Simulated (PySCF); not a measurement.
Coordinates in bohr (charge 1 multiplicity 1):
```
Y     0.0000    0.0000    0.0000
I     0.0000    0.0000    5.1871
I     0.0000    0.0000   -5.1871
```

These are results of PBE0 in PySCF with Y def2-SVP with ECP28, I def2-SVP with ECP28; scalar-relativistic core potentials, no spin–orbit coupling; density-fitted integrals, not measurements.

This geometry of [YI2]+ is a stationary point at this level.

(1) What is the point group?

(2) Is it a minimum?

(3) List the harmonic modes with their infrared intensities.

## Answers

(1) D∞h.

(2) No: it has 2 imaginary modes (one degenerate set), at 49i cm⁻¹ (πu).

(3) 
| symmetry | ω (cm⁻¹) | IR (km/mol, summed over degenerate members) |
| --- | --- | --- |
| πu | 49i | – |
| σg+ | 163 | 0.0 |
| σu+ | 292 | 151 |

Other isomers or separated fragments may lie lower. At this level a singlet minimum of C2v symmetry lies 37 kJ/mol below this structure.
